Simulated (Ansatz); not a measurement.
Frontier orbitals of C2H3AlOS.

Cartesian coordinates in Å:
```
C 1.2157 -0.4105 0.6778
Al -0.2792 -0.4324 -0.5469
S -1.5219 -1.0771 -2.0300
C -1.5674 1.1906 -0.3828
O -2.4005 1.9426 -0.4981
H 0.8721 -0.4107 1.7160
H 1.8524 -1.2859 0.5315
H 1.8288 0.4833 0.5325
```

Charge 0, multiplicity 1. The bonds changed during the relaxation, so this is another structure than the one it started from. Geometry: relaxed with PBE0-D4/def2-TZVP. Basis def2-TZVPP, Ansatz 0.2.0.

Orbital energies of one run (eV). Highest occupied ones, from the top: -8.88, -9.23, -10.59, -12.91, -14.83, -14.87, -17.22, -17.45, -17.52, -20.10, -21.52, -23.31, -36.17, -75.17. Empty: -0.35, 0.63, 1.57, 2.21, 3.16, 3.68.

Which functional gave them?
A. r2SCANh
B. LC-ωPBE
C. revPBE
D. LDA (SPW92)

B. HOMO energies: LC-ωPBE -8.88, r2SCANh -6.10, revPBE -5.46, LDA (SPW92) -5.70 eV.

LC-ωPBE has ω = 0.4 bohr⁻¹.
